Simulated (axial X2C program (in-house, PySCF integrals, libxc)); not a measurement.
# Photoelectron levels of GeP⁻ by EOM-IP-CCSD

Computed with an axial X2C code built on PySCF integrals: two-component X2C with atomic mean-field Coulomb and Gaunt terms, Gaussian nuclei, basis Ge dyall-acv3z, P dyall-av3z with contracted cores.

R = 1.903 Å (0.920 times 2.069 Å, the PBE0 minimum at charge -1 for the lowest determinant).

Vertical detachment energies of GeP⁻ to the states of GeP:

```csv
Ω of GeP,vertical detachment energy (eV),above lowest (cm⁻¹),ionised spinor,one-hole weight
1/2,2.891,0,"37% Ge pσ, 35% P pσ, 13% Ge sσ",0.94
3/2,3.225,2691,"55% P pπ, 32% Ge pπ, 6% Ge dπ",0.94
1/2,3.297,3274,"54% P pπ, 33% Ge pπ",0.94
1/2,6.992,33071,"29% P pσ, 28% Ge sσ, 19% P sσ",0.80
```

(1) What is the splitting of the first π pair in the table, and is it regular or inverted?

This point took 34 s on 1 thread of Intel(R) Xeon(R) Processor @ 2.30GHz, with other jobs on the host.

Reference electrons by ω block (each with its −ω partner): 1/2: 17, 3/2: 6, 5/2: 1. 20 electrons of GeP⁻ correlated (inner shells frozen), 94 natural virtual spinors (a truncated set); levels can be off by some tenths of an eV. Roots sought by Ω: (1/2: 4, 3/2: 3, 5/2: 1); the list ends where they run out and leaves out roots under 60 % one-particle weight. The solver can skip a root, and states that need a further excitation, which the method places far too high, are missing though they may lie low or lowest. T1 of the reference 0.014 (Lee–Taylor). Number of frozen shells: Ge 3 s, 2 p; P 2 s, 1 p.

Results:

(1) E(3/2) − E(1/2) = 2691 − 3274 = -583 cm⁻¹ at EOM-IP-CCSD: inverted, Ω = 3/2 lower. Splittings at this level can be off by ten to twenty per cent.
